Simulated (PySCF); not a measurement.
**[Pb(NH2)2]2+: one run**

[Pb(NH2)2]2+ (singlet). PySCF 2.14.0, RKS PBE0, Pb def2-SVP with ECP60, N def2-SVP, H def2-SVP; non-relativistic Hamiltonian with scalar-relativistic core potentials where named; density fitting; no spin-orbit coupling. Purpose: singlet excitations, Tamm-Dancoff PBE0.

```python
mol = gto.M(atom='''
Pb     0.03553     0.74072     0.01317
N      0.13505    -0.23533     1.98260
H      0.65410     0.33611     2.69058
H     -0.81476    -0.42352     2.38347
N     -0.06357    -0.16301    -1.98991
H      0.88324    -0.32876    -2.40861
H     -0.59518     0.42839    -2.67130''',
    basis={'Pb': 'def2-SVP', 'N': 'def2-SVP', 'H': 'def2-SVP'},
    ecp={'Pb': 'def2-SVP'},
    charge=2, spin=0)
mf = dft.RKS(mol, xc='PBE0')
mf.grids.atom_grid = (50, 194)
mf = mf.density_fit()  # fitting sets: Pb def2-universal-JKFIT, N def2-universal-JKFIT, H def2-universal-JKFIT
mf.conv_tol = 1e-08; mf.max_cycle = 55
mf.kernel(dm0)  # dm0: converged density of the relaxed state
td = mf.TDA(); td.nstates = 8; td.kernel()
```

Run from Python with OMP_NUM_THREADS=2; the lines above give its settings. Where DIIS fails, smearing, a level shift and second-order steps follow.
It took 25 s on 2 threads of Intel(R) Xeon(R) Processor @ 2.50GHz (Skylake/Cascade Lake) (shared host), from an already converged density.

(1) Where do the frontier levels lie, over both spins?

(2) What are the Mulliken charges and spins?

(3) Which singlet excitations follow (Tamm-Dancoff, 8 states)?

The geometry was relaxed with TPSS (Pb def2-SVP with ECP60, N def2-SVP, H def2-SVP).

## Answers

(1) HOMO -19.35 eV, LUMO -16.52 eV. The relaxed reference isn't the lowest spin state tried.

(2) 
```tsv
atom	charge (e)	spin (e)
Pb1	1.362	0.000
N2	-0.218	0.000
H3	0.268	0.000
H4	0.269	0.000
N5	-0.219	0.000
H6	0.270	0.000
H7	0.268	0.000
```

(3) 
| state | eV | oscillator strength |
| --- | --- | --- |
| 1 | 2.78 | 0.0259 |
| 2 | 2.97 | 0.0960 |
| 3 | 4.40 | 0.0059 |
| 4 | 5.34 | 0.1318 |
| 5 | 5.76 | 0.0278 |
| 6 | 6.45 | 0.0013 |
| 7 | 6.48 | 0.0832 |
| 8 | 6.66 | 0.4577 |
Functionals without range separation put charge-transfer states too low; the basis has no diffuse functions.
